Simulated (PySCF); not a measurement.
A structure optimised at PBE0-D3(BJ)/def2-SVP, used in a PySCF frequency run:

```xyz
12

C     -0.3207     3.4738     0.0000
C     -0.8916     2.4013     0.0000
C     -1.6036     1.1823     0.0000
C     -1.0871    -0.0710     0.0000
I      0.9985    -0.3356     0.0000
C     -1.9449    -1.2441     0.0000
C     -1.5773    -2.5316     0.0000
H      0.2003     4.4133     0.0000
H     -2.6987     1.2579     0.0000
H     -3.0141    -0.9983     0.0000
H     -0.5252    -2.8282     0.0000
H     -2.3295    -3.3232     0.0000
```
Charge 0, spin multiplicity 1.

**Question.** Write its SMILES, formula and point group.

**Answer.** C#C/C=C(\I)C=C, C6H5I, Cs

**Question.** What are its rotational constants (standard atomic weights)?

**Answer.** 1.8477, 1.3144, 0.76802 GHz
